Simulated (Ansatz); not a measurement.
`[BH2][GaH][CH2]CF`. The species carries charge 0 and has multiplicity 1. Geometry: relaxed with PBE0-D4/def2-TZVP. It is one conformer, not always the lowest.

```xyz
12

B     2.337   -0.683    0.807
Ga    0.558    0.372    0.840
C    -1.164   -0.388    0.115
C    -1.293    0.436   -1.130
F    -0.004    1.001   -1.418
H     2.659   -1.423    1.694
H     3.111   -0.597   -0.104
H     0.398    1.782    1.531
H    -1.087   -1.454   -0.096
H    -1.995   -0.221    0.803
H    -1.561   -0.117   -2.032
H    -1.958    1.292   -1.009
```

(1) What is the dipole moment at B3LYP/def2-TZVPP? (An estimate is asked.)

(2) And with PBE, r2SCAN, ωB97M-V? (Estimate.)

(3) Give the Mulliken charges with B3LYP, ωB97M-V, r2SCAN in def2-TZVPP. (Estimate.)

## Answers

(1) The calculation gave: 1.94 D, with components (-1.64, -1.02, -0.14) D in this frame, pointing from negative to positive charge.

(2) Computed: PBE 1.94 D, r2SCAN 1.94 D, ωB97M-V 1.87 D.

(3) Computed: 
| atom | B3LYP | ωB97M-V | r2SCAN |
| --- | --- | --- | --- |
| B1 | -0.01 | -0.11 | 0.02 |
| Ga2 | 0.11 | 0.14 | 0.15 |
| C3 | -0.33 | -0.43 | -0.29 |
| C4 | 0.06 | 0.03 | 0.15 |
| F5 | -0.26 | -0.24 | -0.25 |
| H6 | 0.05 | 0.09 | 0.01 |
| H7 | 0.06 | 0.09 | 0.02 |
| H8 | -0.07 | -0.04 | -0.08 |
| H9 | 0.09 | 0.12 | 0.07 |
| H10 | 0.09 | 0.12 | 0.07 |
| H11 | 0.11 | 0.11 | 0.06 |
| H12 | 0.10 | 0.12 | 0.06 |

B3LYP here is the variant with VWN-RPA as its local correlation; programs differ in this.
